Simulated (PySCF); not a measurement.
Compound: C₆H₅N₃.
SMILES with atom numbers: `[cH:1]1[cH:2][cH:3][c:4]2[nH:5][n:6][n:7][c:8]2[cH:9]1` (hydrogens: H10 on C1; H11 on C2; H12 on C3; H13 on N5; H14 on C9)

The closed-shell ground state was solved at several levels (PySCF, density fitting, gas phase, non-relativistic). Isolated species at its PBE0-D3(BJ)/def2-SVP geometry, gas phase.

```json
{"level": "PBE0/pcSseg-1", "basis functions": "178", "total energy (Eh)": "-395.3697", "HOMO (eV)": "-7.18", "LUMO (eV)": "-1.37", "gap (eV)": "5.81", "dipole (D)": "4.08"}
{"level": "wB97X-D/def2-SVPD", "basis functions": "220", "total energy (Eh)": "-395.4571", "HOMO (eV)": "-8.91", "LUMO (eV)": "0.29", "gap (eV)": "9.20", "dipole (D)": "4.12"}
{"level": "B3LYP/pcJ-1", "basis functions": "293", "total energy (Eh)": "-395.8763", "HOMO (eV)": "-6.93", "LUMO (eV)": "-1.51", "gap (eV)": "5.42", "dipole (D)": "4.07"}
```

Problem. What might wB97X-D/pcSseg-1 (178 basis functions) give for the same quantities?

Solution. Total energy -395.6770 Eh, HOMO -8.92 eV, LUMO 0.30 eV, gap 9.22 eV, dipole 4.13 D.

Problem. Over all these levels, which gives the widest orbital gap and which the narrowest?

Solution. wB97X-D/pcSseg-1 (range-separated hybrid) has the widest, 9.22 eV, and B3LYP/pcJ-1 (global hybrid, 20 % exact exchange) the narrowest, 5.42 eV. Functional and basis both differ between the two, so the spread mixes both effects.

Problem. How far do the dipole and the HOMO energy spread over the levels?

Solution. The dipole runs from 4.07 to 4.13 D (mean 4.10 D) and the HOMO from -8.92 to -6.93 eV.

Note: wB97X-D ran without an empirical dispersion term, which enters the total energy and its gradient alone.
